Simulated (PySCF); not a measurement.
How methods differ on the excitation energy of Si²⁺

Si²⁺ [Ne] 3s2 (1S) → Si²⁺ [Ne] 3p2 (3P), as a difference of total energies. Calculation: PySCF 2.14, in def2-TZVPPD (6s5p4d1f, 48 functions); the non-relativistic Hamiltonian (point nucleus). Correlated levels: valence and next inner shell: 1s2 frozen. The calculations carry no spin-orbit coupling.

```
                                method  excitation energy (eV)
                                   UHF                  14.910
    MP2 (valence and next inner shell)                  15.777
SCS-MP2 (valence and next inner shell)                  16.033
   CCSD (valence and next inner shell)                  15.942
CCSD(T) (valence and next inner shell)                  15.969
```

Q: How much does correlation contribute at CCSD(T) (valence and next inner shell)?

A: 15.969 − (14.910) = 1.059 eV, measured against UHF.

A first-order spin-orbit estimate (lowest level to lowest level, LS coupling) adds -0.027 eV.
